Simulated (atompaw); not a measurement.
# An all-electron radial function and its pseudo partner (samarium)

Columns: radius, all-electron u(r) and pseudo u(r) of the 5p shell (level -23.90 eV) of samarium in the configuration [Kr] 4d10 4f6 5s2 5p6 5d0 6s1.5 6p0.5; PBE, scalar-relativistic, PAW (atompaw) scheme, atompaw 4.2.0.5.

```json
{"r (bohr)": "0.115", "all-electron": "0.0990", "pseudo": "0.0116"}
{"r (bohr)": "0.231", "all-electron": "0.2240", "pseudo": "0.0460"}
{"r (bohr)": "0.346", "all-electron": "-0.2181", "pseudo": "0.1005"}
{"r (bohr)": "0.462", "all-electron": "-0.4514", "pseudo": "0.1729"}
{"r (bohr)": "0.577", "all-electron": "-0.3662", "pseudo": "0.2576"}
{"r (bohr)": "0.692", "all-electron": "-0.1106", "pseudo": "0.3501"}
{"r (bohr)": "0.808", "all-electron": "0.1859", "pseudo": "0.4458"}
{"r (bohr)": "0.923", "all-electron": "0.4462", "pseudo": "0.5377"}
{"r (bohr)": "1.038", "all-electron": "0.6457", "pseudo": "0.6214"}
{"r (bohr)": "1.154", "all-electron": "0.7826", "pseudo": "0.6930"}
{"r (bohr)": "1.269", "all-electron": "0.8616", "pseudo": "0.7477"}
{"r (bohr)": "1.385", "all-electron": "0.8949", "pseudo": "0.7841"}
{"r (bohr)": "1.500", "all-electron": "0.8930", "pseudo": "0.8005"}
{"r (bohr)": "1.615", "all-electron": "0.8662", "pseudo": "0.7978"}
{"r (bohr)": "1.731", "all-electron": "0.8223", "pseudo": "0.7773"}
{"r (bohr)": "1.846", "all-electron": "0.7683", "pseudo": "0.7422"}
{"r (bohr)": "1.962", "all-electron": "0.7083", "pseudo": "0.6954"}
{"r (bohr)": "2.077", "all-electron": "0.6469", "pseudo": "0.6417"}
{"r (bohr)": "2.192", "all-electron": "0.5861", "pseudo": "0.5845"}
{"r (bohr)": "2.308", "all-electron": "0.5270", "pseudo": "0.5267"}
{"r (bohr)": "2.423", "all-electron": "0.4717", "pseudo": "0.4717"}
{"r (bohr)": "2.538", "all-electron": "0.4204", "pseudo": "0.4204"}
{"r (bohr)": "2.654", "all-electron": "0.3728", "pseudo": "0.3728"}
{"r (bohr)": "2.769", "all-electron": "0.3299", "pseudo": "0.3299"}
{"r (bohr)": "2.885", "all-electron": "0.2909", "pseudo": "0.2909"}
{"r (bohr)": "3.000", "all-electron": "0.2562", "pseudo": "0.2562"}
```

(1) How many radial nodes do the two functions have?

(2) At about which radius was the pseudo-wave matched?

(3) Is the pseudo-wave norm-conserving?

## Answers

(1) The all-electron 5p function has n − l − 1 = 3 (the table is too coarse to show those close to the nucleus); the pseudo-wave has 0, since the states of the same l below it are removed with the core.

(2) 2.55 bohr. The columns agree to 0.0005 from 2.31 bohr on; several derivatives are matched, so the curves merge somewhat inside the radius.

(3) No, it belongs to a PAW set: the norm inside the radius is not constrained, and the difference is carried by the augmentation charge.
